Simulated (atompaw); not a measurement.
**Plane-wave convergence, PAW (atompaw) potential for zinc (Zn)**

zinc, PAW, made with atompaw 4.2.0.5 (PBEsol, scalar-relativistic). Core [Ar] 3d10, reference 4s2 4p0. Waves: 4s (bound): rc 2.50 bohr; 4s channel at 2.6 Ry: rc 2.50 bohr; 4p (bound, empty): rc 2.50 bohr; 4p channel at 0.95 Ry: rc 2.50 bohr; 4d channel at 0.1 Ry: rc 2.50 bohr; 4d channel at 1.4 Ry: rc 2.50 bohr. Local part: troulliermartins scheme with l = 3 at 0 Ry, radius 2.10 bohr. Core correction: smooth core density matched at 1.85 bohr. Augmentation charge: sinc compensation charge, radius 1.80 bohr; PAW radius 2.50 bohr; waves and projectors: custom rrkj vanderbiltortho.

The pseudo-atom Hamiltonian at the reference potential is diagonalised in spherical Bessel functions j_l(qr) that vanish at 20 bohr, with q² up to the cutoff. All-electron valence levels (Ry): 4s -0.4409, 4p -0.0790.

Task: How do the lowest levels (Ry) of each channel move with the cutoff, and are there ghosts?

Result:

| cutoff (Ry) | s #1 | p #1 | d #1 | d #2 | f #1 | Σ f·Δε (mRy) |
| --- | --- | --- | --- | --- | --- | --- |
| 8 | -0.4408 | -0.0789 | 0.0675 | 0.1596 | 0.1146 | 0.1 |
| 10 | -0.4409 | -0.0790 | -0.3036 | 0.0676 | 0.1146 | 0.0 |
| 400 | -0.4409 | -0.0790 | -0.6626 | 0.0676 | 0.1146 | 0.0 |

Result: ghost state, extra bound levels that the all-electron valence spectrum of the same l lacks: d at -9.0 eV (a true bound ghost makes a file unfit for plane-wave use); 10 mRy is reached at 6 Ry and 1 mRy at 6 Ry.
